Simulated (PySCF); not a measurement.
H$_{8}$N$_{3}$Si$_{3}$, doublet, at a GFN2-xTB geometry; DF-PBE/def2-SVP (PySCF).

Input for PySCF:
```python
from pyscf import gto, scf, dft

mol = gto.M(
    atom='''
N     0.55971367   -1.53872495    0.04242359
Si    1.74366755   -0.37223987   -0.45101254
N     1.07172766    1.21659613   -0.28450621
Si   -0.54113351    1.69476235    0.09724242
N    -1.52100506    0.28321148   -0.05036014
Si   -1.12256371   -1.34147403    0.36812104
H     0.89683550   -2.48503885    0.09435178
H     2.88662688   -0.48252331    0.47586784
H     1.71617840    1.96962549   -0.45530209
H    -1.02846154    2.67004643   -0.88482500
H    -0.57151753    2.24576177    1.46356901
H    -2.50427635    0.46120329   -0.15274980
H    -1.92630298   -2.22084544   -0.48973334
H    -1.36172079   -1.62048613    1.79500807
''',
    basis='def2-svp',
    spin=1,
    verbose=4,
)

mf = dft.UKS(mol)
mf.xc = 'pbe'
mf.diis_space = 2
mf = mf.density_fit(auxbasis='def2-universal-jkfit')
mf.kernel()
mf.analyze()
```

The log (banner, timings and long lists left out):

```
PySCF version 2.14.0

[INPUT] verbose = 4
[INPUT] num. atoms = 14
[INPUT] num. electrons = 71
[INPUT] charge = 0
[INPUT] spin (= nelec alpha-beta = 2S) = 1
[INPUT] symmetry False subgroup None
[INPUT] Mole.unit = angstrom
[INPUT] Symbol           X                Y                Z      unit          X                Y                Z       unit  Magmom
[...]
nuclear repulsion = 460.463990892508
number of shells = 66
number of NR pGTOs = 236
number of NR cGTOs = 136
basis = def2-svp
ecp = {}

******** <class 'pyscf.df.df_jk.DFUKS'> ********
method = DFUKS
initial guess = minao
damping factor = 0
level_shift factor = 0
DIIS = <class 'pyscf.scf.diis.CDIIS'>
diis_start_cycle = 1
diis_space = 2
diis_damp = 0
SCF conv_tol = 1e-09
SCF conv_tol_grad = None
SCF max_cycles = 50
direct_scf = False
number electrons alpha = 36  beta = 35
XC library pyscf.dft.libxc version 7.1.2
    S. Lehtola, C. Steigemann, M. J. T. Oliveira, and M. A. L. Marques,  SoftwareX 7, 1–5 (2018)
XC functionals = pbe
    J. P. Perdew, K. Burke, and M. Ernzerhof,  Phys. Rev. Lett. 77, 3865 (1996)
    J. P. Perdew, K. Burke, and M. Ernzerhof,  Phys. Rev. Lett. 78, 1396 (1997)
    J. P. Perdew, K. Burke, and M. Ernzerhof,  Phys. Rev. Lett. 77, 3865 (1996)
    J. P. Perdew, K. Burke, and M. Ernzerhof,  Phys. Rev. Lett. 78, 1396 (1997)
radial grids:
    Treutler-Ahlrichs [JCP 102, 346 (1995); DOI:10.1063/1.469408] (M4) radial grids

becke partition: Becke, JCP 88, 2547 (1988); DOI:10.1063/1.454033
pruning grids: <function nwchem_prune>
grids dens level: 3
symmetrized grids: False
atomic radii adjust function: <function treutler_atomic_radii_adjust>
small_rho_cutoff = 0
Set gradient conv threshold to 3.16228e-05
tot grids = 177712
init E= -1037.07041711684

cycle= 1 E= -1036.41642300591  delta_E= 0.654  |g|= 0.609  |ddm|= 2.78
cycle= 2 E= -1035.88550106365  delta_E= 0.531  |g|=  1.2  |ddm|= 1.86
cycle= 3 E= -1036.57553094483  delta_E= -0.69  |g|= 0.0817  |ddm|= 1.45
cycle= 4 E= -1036.5783142294  delta_E= -0.00278  |g|= 0.053  |ddm|= 0.223
cycle= 5 E= -1036.57919218603  delta_E= -0.000878  |g|= 0.0449  |ddm|= 0.0988
cycle= 6 E= -1036.57864166188  delta_E= 0.000551  |g|= 0.0542  |ddm|= 0.0936
cycle= 7 E= -1036.57952778615  delta_E= -0.000886  |g|= 0.0343  |ddm|= 0.0903
cycle= 8 E= -1036.57903900642  delta_E= 0.000489  |g|= 0.0486  |ddm|= 0.0709
cycle= 9 E= -1036.57961062567  delta_E= -0.000572  |g|= 0.0321  |ddm|= 0.0647
cycle= 10 E= -1036.57912498357  delta_E= 0.000486  |g|= 0.0458  |ddm|= 0.0746
[...]
SCF not converged.
Total Energy =                       -1036.576714240385400
[...]
spin_pop of  9 H 2px       0.00000
spin_pop of  9 H 2py       0.00000
spin_pop of  9 H 2pz       0.00002
spin_pop of  10 H 1s        0.00785
spin_pop of  10 H 2s        0.00040
spin_pop of  10 H 2px       0.00004
spin_pop of  10 H 2py       0.00001
spin_pop of  10 H 2pz       0.00001
spin_pop of  11 H 1s        0.00006
spin_pop of  11 H 2s        0.00012
spin_pop of  11 H 2px       0.00000
spin_pop of  11 H 2py      -0.00000
spin_pop of  11 H 2pz      -0.00000
spin_pop of  12 H 1s        0.00126
spin_pop of  12 H 2s        0.00025
spin_pop of  12 H 2px       0.00000
spin_pop of  12 H 2py       0.00001
spin_pop of  12 H 2pz       0.00002
spin_pop of  13 H 1s        0.00776
spin_pop of  13 H 2s        0.00039
spin_pop of  13 H 2px       0.00002
spin_pop of  13 H 2py       0.00002
spin_pop of  13 H 2pz       0.00003
 ** Mulliken Spin Density (per atom)  **
spin density of  0 N =      0.09555
spin density of  1 Si =      0.68273
spin density of  2 N =      0.08927
spin density of  3 Si =      0.01308
spin density of  4 N =     -0.00069
spin density of  5 Si =      0.01087
spin density of  6 H =     -0.00225
spin density of  7 H =      0.09492
spin density of  8 H =     -0.00223
spin density of  9 H =      0.00050
spin density of  10 H =      0.00832
spin density of  11 H =      0.00019
spin density of  12 H =      0.00154
spin density of  13 H =      0.00821
 ** Mulliken pop alpha/beta on meta-lowdin orthogonal AOs **
 ** Mulliken pop       alpha | beta **
In total            36.00000 | 35.00000
 ** Mulliken atomic charges   ( Nelec_alpha | Nelec_beta ) **
charge of  0N =     -0.75544  (     3.92550      3.82995 )
charge of  1Si =      0.59561  (     7.04356      6.36083 )
charge of  2N =     -0.77308  (     3.93118      3.84191 )
charge of  3Si =      0.79891  (     6.60708      6.59401 )
charge of  4N =     -0.68064  (     3.83998      3.84067 )
charge of  5Si =      0.79847  (     6.60620      6.59533 )
charge of  6H =      0.23517  (     0.38129      0.38354 )
charge of  7H =     -0.11572  (     0.60532      0.51040 )
charge of  8H =      0.23773  (     0.38002      0.38225 )
charge of  9H =     -0.12751  (     0.56401      0.56351 )
charge of  10H =     -0.14856  (     0.57844      0.57012 )
charge of  11H =      0.21426  (     0.39296      0.39278 )
charge of  12H =     -0.13066  (     0.56610      0.56456 )
charge of  13H =     -0.14852  (     0.57836      0.57015 )
Dipole moment(X, Y, Z, Debye): -0.76866,  0.08256, -0.15170
```

The run did not converge; its last values are not results.
